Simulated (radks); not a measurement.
The numbers below are computed, except where a source is named.
All-electron atom: neutral hafnium in [Xe] 4f14 5d2 6s2. Code: a radial shooting solver on a logarithmic mesh with Libxc functionals. Model: scalar-relativistic Kohn-Sham, r2SCAN, spin-polarised, spherical densities, finite nucleus; open shells are filled with parallel spins first (spin-orbit coupling, left out, can overturn this in heavy ions); meta-GGA in the generalised Kohn-Sham scheme; Fermi nuclear charge, rms radius 5.347 fm.

Local quantities along the radius. ELF = 1/(1 + alpha^2) is the electron localisation function; alpha = (tau - tau_W)/tau_unif compares the Pauli kinetic energy density with that of the uniform gas (summed over spins); s = |grad rho|/(2 (3 pi^2)^(1/3) rho^(4/3)) is the reduced gradient. tau is taken from the large components.

r (bohr),ELF,alpha,s
0.0008086,0.999,0.02292,0.9792
0.0009489,0.999,0.02332,0.8976
0.001105,0.999,0.02387,0.8312
0.001286,0.999,0.02462,0.7743
0.001509,0.999,0.02568,0.7238
0.001757,0.999,0.02701,0.6839
0.002045,0.999,0.02872,0.6510
0.0024,0.999,0.03107,0.6233
0.002794,0.999,0.03396,0.6031
0.003253,0.999,0.03773,0.5886
0.003817,0.998,0.04299,0.5791
0.004444,0.998,0.04970,0.5755
0.005215,0.996,0.05939,0.5774
0.006071,0.995,0.07227,0.5847
0.007068,0.992,0.09059,0.5975
0.008294,0.986,0.1191,0.6170
0.009656,0.975,0.1601,0.6408
0.01124,0.952,0.2234,0.6688
0.01319,0.902,0.3291,0.6991
0.01536,0.808,0.4876,0.7215
0.01788,0.657,0.7233,0.7243
0.02098,0.477,1.046,0.6852
0.02442,0.361,1.330,0.5937
0.02843,0.331,1.423,0.4645
0.03337,0.392,1.244,0.3421
0.03884,0.520,0.9606,0.2845
0.04522,0.653,0.7293,0.2888
0.05307,0.733,0.6034,0.3383
0.06178,0.735,0.6007,0.4053
0.07192,0.652,0.7299,0.4676
0.0844,0.484,1.033,0.4845
0.09825,0.356,1.344,0.4072
0.1153,0.370,1.304,0.2691
0.1342,0.518,0.9644,0.2102
0.1563,0.673,0.6970,0.2544
0.1834,0.729,0.6103,0.3657
0.2135,0.644,0.7439,0.4884
0.2485,0.408,1.206,0.5426
0.2916,0.254,1.713,0.3774
0.3395,0.366,1.315,0.1748
0.3953,0.600,0.8169,0.1741
0.4638,0.710,0.6391,0.2846
0.54,0.685,0.6774,0.4115
0.6286,0.566,0.8754,0.5262
0.7377,0.405,1.211,0.5854
0.8588,0.344,1.382,0.5520
0.9998,0.408,1.203,0.5119
1.173,0.527,0.9468,0.5578
1.366,0.568,0.8713,0.6822
1.59,0.497,1.007,0.8492
1.866,0.333,1.416,1.004
2.172,0.214,1.917,1.024
2.549,0.212,1.927,0.9123
2.968,0.335,1.408,0.8758
3.455,0.493,1.014,1.008
4.054,0.564,0.8789,1.319
4.72,0.529,0.9443,1.811
5.495,0.392,1.246,2.614
6.448,0.187,2.087,4.087
7.507,0.053,4.229,6.633
8.739,0.009,10.57,11.53
10.26,0.001,35.06,22.37
11.94,0.000,136.8,45.70

On this mesh the ELF has minima near r = 0.028, 0.098, 0.29, 0.86, 2.5 bohr, which separate the shells, and maxima near 0.062 (0.73), 0.18 (0.73), 0.46 (0.71), 1.4 (0.57), 4.1 (0.56).

Self-consistent cycle (total energy in hartree, residual of the potential): 1: -15070.33841, 6e+00; 2: -15076.15527, 3e+00; 3: -15077.40264, 1e+00; 4: -15077.67313, 7e-01; 5: -15077.76402, 2e-01; 6: -15077.77304, 1e-01; 7: -15077.77497, 2e-02; 8: -15077.77506, 5e-03; 9: -15077.77508, 2e-03; 10: -15077.77507, 1e-04; 11: -15077.77507, 8e-06; 12: -15077.77507, 2e-06.
